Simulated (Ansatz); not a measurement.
Ideal-gas functions of Cl₄H₂In₂ (`[Cl][In@H-]1[Cl+][In@@H-]([Cl])[Cl+]1`) at 600 K and 1 bar, from an Ansatz frequency run at PBE0-D4/def2-TZVP.

Molar mass 373.46 g/mol, point group C2v (symmetry number 2), electronic degeneracy 1, moments of inertia 521.092, 1398.96, 1489.629 u Å². Harmonic wavenumbers (cm⁻¹, unscaled): 15, 62, 74, 93, 95, 125, 172, 241, 251, 268, 366, 375, 438, 453, 453, 459, 1919, 1921.

Use S(trans) = R[1.5 ln M + 2.5 ln T − 1.1517]; rotational temperatures θ = 24.2544 K / I; S(rot) = R[ln(√π/σ · √(T³/θAθBθC)) + 1.5]; for each mode x = 1.438777 ν̃/T, S = R[x/(eˣ − 1) − ln(1 − e⁻ˣ)] and H = RT x/(eˣ − 1); 1 cm⁻¹ = 0.0119627 kJ/mol; R = 8.31446 J/(mol·K).

Q: By hand: the entropy, in J/(mol·K).

A: Translation 197.3. Rotation: θ = 0.0465, 0.0173, 0.0163 K, giving 138.0. Vibration, mode by mode: 35.96, 24.17, 22.70, 20.81, 20.63, 18.36, 15.74, 12.99, 12.66, 12.13, 9.66, 9.47, 8.28, 8.02, 8.02, 7.92, 0.47, 0.47, in all 248.5. Electronic 0.0. Sum 583.8 J/(mol·K).

Q: By hand: H − E and G − E in kJ/mol, counted from the electronic energy.

A: Zero-point energy ½ × 7780 × 0.0119627 = 46.5; thermal vibration 59.9; translation, rotation and pV give 4 RT = 20.0. H − E = 126.4 kJ/mol, and G − E = 126.4 − 600 × 583.8/1000 = -223.9 kJ/mol.

Vibration gives 43 % of the entropy, 142.6 J/(mol·K) of it from the modes under 150 cm⁻¹: soft modes count most, and the harmonic formula is weakest for them.
